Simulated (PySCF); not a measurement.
A GIAO shielding run with PySCF 2.14.0 with density-fitted response routines (density fitting, non-relativistic, gas phase) on `CC#C[C@H]1CO[SiH2]C1`, C6H10OSi:

```
$ OMP_NUM_THREADS=1 python probes_run.py task.json out

{"job": {"kind": "nmr", "xc": "PBE0", "basis": "pcSseg-1"}, "charge": 0, "multiplicity": 1}
C      3.579016    -0.470293     0.139161
C      2.201632    -0.224920    -0.230607
C      1.063378    -0.026072    -0.550501
C     -0.322227     0.234706    -0.881329
C     -1.136269    -1.066624    -0.995891
O     -2.506462    -0.767476    -0.899749
Si    -2.851714     0.619238    -0.103670
C     -1.028626     1.097157     0.176623
H      3.969911     0.377225     0.701912
H      4.188070    -0.612216    -0.753342
H      3.643915    -1.365328     0.757535
H     -0.372952     0.751028    -1.847364
H     -0.861040    -1.752402    -0.186232
H     -0.962182    -1.569065    -1.951357
H     -3.576843     1.502495    -1.011572
H     -3.563913     0.328585     1.136495
H     -0.692765     0.802244     1.172231
H     -0.779685     2.148034     0.051241
```

Hardware: 1 thread of an Arm Neoverse N1, shared host. The job also computes population analyses, field gradients, ring-centre shieldings.

(1) How large is the calculation?

(2) How long does it take, and how much memory does it need?

Results:

(1) 68 electrons, 193 basis functions and 1020 auxiliary functions.

(2) 52 s of wall time, with 15 SCF cycles and 5 response iterations; peak memory 0.85 GiB. Times on a shared host scatter by some tens of per cent.
